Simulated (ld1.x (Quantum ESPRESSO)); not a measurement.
# Ne, RRKJ: configuration errors across variants

Ne (Z = 10), norm-conserving RRKJ (Kleinman–Bylander form), made with ld1.x (Quantum ESPRESSO) 7.5 (LDA (PZ), scalar-relativistic). Core [He], reference 2s2 2p6. Waves: 2s (bound): rc 0.50 bohr; 2p (bound): rc 1.15 bohr. Local part: the p channel. Core correction: none. rho0 = 0.001.

All-electron excitation energies from the reference (eV): (1) 2s2 2p5 22.653; (2) 2s2 2p4 66.055; (3) 2s2 2p3 133.579; (4) 2s2 2p5.5 8.962; (5) 2s2 2p2 228.267; (6) 2s1 2p6 45.561; (7) 2s2 2p5 spin 22.180; (8) 2s2 2p4 spin 63.803.

Spin tests fill each open shell by Hund’s rule, majority spin first.

2 further variants failed, have other tests or too few solved ones, and are left out.

Errors AE − PS in meV (a dash: test not solved or not reliable):

| change | (1) | (2) | (3) | (4) | (5) | (6) | (7) | (8) | bound ghosts |
| --- | --- | --- | --- | --- | --- | --- | --- | --- | --- |
| base | -15 | -5.4 | +221 | -4.7 | +1047 | -43 | +11 | +119 | not determined |
| type TM; local potential all-electron potential smoothed inside 0.40 bohr (lloc = -1); rho0 0 | +7.9 | +102 | +477 | +0.3 | +1481 | -19 | +35 | +237 | none |
| wave 2p (bound): rc 1.15 bohr becomes 2p (bound): rc 1.04 bohr | -11 | -9.6 | +129 | -3.4 | +675 | -18 | +21 | +151 | not determined |
| wave 2s (bound): rc 0.50 bohr becomes 2s (bound): rc 0.58 bohr | -15 | -8.3 | +211 | -4.7 | +1021 | -42 | +11 | +116 | none |
| core correction a·sin(br)/r model core inside 0.24 bohr | -15 | -12 | +192 | -4.7 | +955 | -43 | -12 | -6.3 | not determined |
| wave 2s (bound): rc 0.50 bohr becomes 2s (bound): rc 0.68 bohr | -16 | -11 | +201 | -4.8 | +995 | -41 | +10 | +113 | none |

(1) Give the same row for: local potential all-electron potential smoothed inside 0.50 bohr (lloc = -2).

Results:

(1) +11, +135, +612, +0.8, +1866, -36, +34, +240; bound ghosts: not determined.
